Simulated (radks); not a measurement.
Trend from Rb4+ to Xe4+: ionisation energy by Delta-SCF between NIST ground configurations, and size. Method: scalar-relativistic Kohn-Sham, BLYP, spin-polarised, spherical densities, finite nucleus; open shells are filled with parallel spins first (spin-orbit coupling, left out, can overturn this in heavy ions); Fermi nuclear charge, rms radius of each element as measured or else 0.836 A^(1/3) + 0.57 fm; computed with a radial shooting solver on a logarithmic mesh with Libxc functionals.

species      configuration  configuration of the ion  IE (eV)  NIST (eV)       kind  -e(HOMO) (eV)  outermost  <r> outermost (bohr)
Rb4+     [Ar] 3d10 4s2 4p3         [Ar] 3d10 4s2 4p2   68.874       68.4     theory    61.767 (4p)         4p                  1.51
Sr4+     [Ar] 3d10 4s2 4p4         [Ar] 3d10 4s2 4p3   70.227         71  semi-emp.    63.159 (4p)         4p                  1.45
Zr4+                  [Kr]         [Ar] 3d10 4s2 4p5   80.439      80.35  semi-emp.    72.593 (4p)         4p                  1.32
Nb4+              [Kr] 4d1                      [Kr]   50.421     50.573       exp.    43.731 (4d)         4d                  1.61
Mo4+              [Kr] 4d2                  [Kr] 4d1   53.969      54.42  semi-emp.    46.935 (4d)         4d                  1.52
Tc4+              [Kr] 4d3                  [Kr] 4d2   57.387         57     theory    50.029 (4d)         4d                  1.44
Ru4+              [Kr] 4d4                  [Kr] 4d3   60.709         59     theory    53.041 (4d)         4d                  1.37
Rh4+              [Kr] 4d5                  [Kr] 4d4   63.958         63     theory    55.991 (4d)         4d                  1.30
Pd4+              [Kr] 4d6                  [Kr] 4d5   63.061         61     theory    55.151 (4d)         4d                  1.26
Ag4+              [Kr] 4d7                  [Kr] 4d6   66.536         65     theory    58.328 (4d)         4d                  1.21
Cd4+              [Kr] 4d8                  [Kr] 4d7   69.960         68     theory    61.449 (4d)         4d                  1.16
In4+              [Kr] 4d9                  [Kr] 4d8   73.324         69  semi-emp.    64.513 (4d)         4d                  1.11
Sn4+             [Kr] 4d10                  [Kr] 4d9   76.632      77.03       exp.    67.526 (4d)         4d                  1.07
Sb4+         [Kr] 4d10 5s1                 [Kr] 4d10   55.967       55.0  semi-emp.    50.485 (5s)         5s                  1.95
Te4+         [Kr] 4d10 5s2             [Kr] 4d10 5s1   58.972         59       exp.    53.345 (5s)         5s                  1.87
I4+      [Kr] 4d10 5s2 5p1             [Kr] 4d10 5s2   50.388      51.52       exp.    45.152 (5p)         5p                  2.03
Xe4+     [Kr] 4d10 5s2 5p2         [Kr] 4d10 5s2 5p1   54.078       54.1  semi-emp.    48.531 (5p)         5p                  1.94

Reference values: NIST Atomic Spectra Database (exp. = measured, semi-emp. = semi-empirical, theory = theoretical value adopted there). Open shells are spherical and high-spin; term and fine-structure splittings are not resolved. Spin-orbit splitting is averaged out at the scalar-relativistic level.
